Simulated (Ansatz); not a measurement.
`C=C(Br)BC` + `[SiH3]S` → `CBS[SiH3]` + `C=CBr` at 298.15 K and 1 bar (ligand exchange at a B–C bond).

Gas-phase electronic energies from Ansatz, PBE0-D4/def2-TZVP geometries. CCSD(T)/CBS adds triple-zeta CCSD(T) − MP2 to the extrapolated MP2 energy (def2 sets, frozen cores). For Br outer-core shells are correlated without core-valence functions, which leaves a few kJ/mol of doubt a bond. Scalar relativity is left out up to krypton. Each species was taken in one conformer, which may not be the lowest.

```csv
species,CCSD(T)/CBS energy (Eh),H − E (kJ/mol),S (J/(mol·K))
`C=C(Br)BC`,-2715.86330,234.8,351.0
`[SiH3]S`,-689.27336,102.7,272.7
`CBS[SiH3]`,-753.96029,221.5,347.5
`C=CBr`,-2651.19815,122.9,275.0
```

H − E and S are ideal-gas, rigid-rotor, harmonic terms from PBE0-D4/def2-TZVP, for one conformer and one mirror image of each species. 1 Eh = 2625.50 kJ/mol, R = 8.31446 J/(mol·K).

Q: By hand: ΔE, ΔH, ΔS and ΔG.

A: ΔE = (-753.96029) + (-2651.19815) − (-2715.86330) − (-689.27336) = -0.02178 Eh = -57.2 kJ/mol. Δ(H − E) = 221.5 + 122.9 − 234.8 − 102.7 = 6.9, so ΔH = -50.3 kJ/mol. ΔS = 347.5 + 275.0 − 351.0 − 272.7 = -1.2 J/(mol·K). ΔG = -50.3 − 298.15 × (-1.2)/1000 = -49.9 kJ/mol.

Q: By hand: the equilibrium constant, and the temperature at which ΔG would vanish if ΔH and ΔS stayed fixed.

A: log₁₀ K = −ΔG/(RT ln 10) = 8.7. ΔG = 0 at ΔH/ΔS = 41917 K, far beyond where these terms or the molecules hold.

The number of gas molecules stays the same, so ΔS is small and ΔH decides. A doubt of 5 kJ/mol in ΔE shifts log₁₀ K by 0.9 here. Other conformers and mirror images would add mixing entropy, several J/(mol·K) or more a flexible species. Modes under 60 cm⁻¹, often nearly free rotors, make the harmonic entropy too high. These are equilibria of isolated gas molecules and say nothing of rates. Largest T1 diagnostic: 0.013 (customary marks: 0.02 for closed shells, 0.045 for open ones).
